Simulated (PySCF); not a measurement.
C₃H₈FOSi₂ (charge +1).
Bonds: C1–Si2, Si2–C3, C3–O4 (double), Si2–C5, C5–Si6, Si6–F7. Hydrogens: H8, H9, H10 on C1; H11 on C3; H12, H13 on C5; H14, H15 on Si6.

Computed geometry: GFN2-xTB, gas phase.

(1) Give the optimised bond lengths and angles.

## Answers

(1) 
```json
{"bond": "C1–Si2", "length (pm)": "188.0"}
{"bond": "Si2–C3", "length (pm)": "194.9"}
{"bond": "C3=O4", "length (pm)": "119.7"}
{"bond": "Si2–C5", "length (pm)": "185.8"}
{"bond": "C5–Si6", "length (pm)": "197.9"}
{"bond": "Si6–F7", "length (pm)": "161.4"}
{"bond": "C1–H8, C1–H9, C1–H10", "length (pm)": "109.2"}
{"bond": "C3–H11", "length (pm)": "110.3"}
{"bond": "C5–H12, C5–H13", "length (pm)": "109.2"}
{"bond": "Si6–H14, Si6–H15", "length (pm)": "144.6"}
```

Bonds in one row agree within 1 pm and their mean is given. A selection of angles:
```json
{"angle": "Si2–C1–H8", "degrees": "111.3"}
{"angle": "H8–C1–H9", "degrees": "107.0"}
{"angle": "C1–Si2–C3", "degrees": "117.1"}
{"angle": "C1–Si2–C5", "degrees": "133.7"}
{"angle": "C3–Si2–C5", "degrees": "108.4"}
{"angle": "Si2–C3–O4", "degrees": "117.0"}
{"angle": "Si2–C3–H11", "degrees": "121.5"}
{"angle": "O4–C3–H11", "degrees": "121.5"}
{"angle": "Si2–C5–Si6", "degrees": "109.9"}
{"angle": "Si2–C5–H12", "degrees": "112.2"}
{"angle": "Si6–C5–H12", "degrees": "109.1"}
{"angle": "Si6–C5–H13", "degrees": "107.2"}
{"angle": "H12–C5–H13", "degrees": "106.8"}
{"angle": "C5–Si6–F7", "degrees": "99.2"}
{"angle": "C5–Si6–H14", "degrees": "108.0"}
{"angle": "C5–Si6–H15", "degrees": "111.3"}
{"angle": "F7–Si6–H14", "degrees": "106.7"}
{"angle": "H14–Si6–H15", "degrees": "121.5"}
```

Torsions: C1–Si2–C3–O4 -151° (antiperiplanar); C1–Si2–C5–Si6 106° (anticlinal); Si2–C5–Si6–F7 -24° (synperiplanar). The mirror-image conformer, all signs reversed, is as good.

Of the pairs four or more bonds apart, O4···Si6 is among the closest relative to their van der Waals radii: 3.27 Å, 90 % of the sum of Bondi's values. The 4 C–Si bonds span 1.858 Å (Si2–C5, drawn single) to 1.979 Å (C5–Si6, drawn single), a spread of 0.121 Å. Si6 (fluorine-bound silicon) is distorted tetrahedral (angles from 99.2° to 121.5°). C3 (carbonyl carbon) is planar (angles 121.5°, 121.5° and 117.0°, sum 360.0°, 0.01 Å off the plane of its three neighbours). Si2 (silicon bonded to 3 C) is almost planar (angles 133.7°, 117.1° and 108.4°, sum 359.2°, 0.10 Å off the plane of its three neighbours).

Point group: C1 (no symmetry element, even within 0.4 Å). Whether it is a minimum is left open (no frequencies).
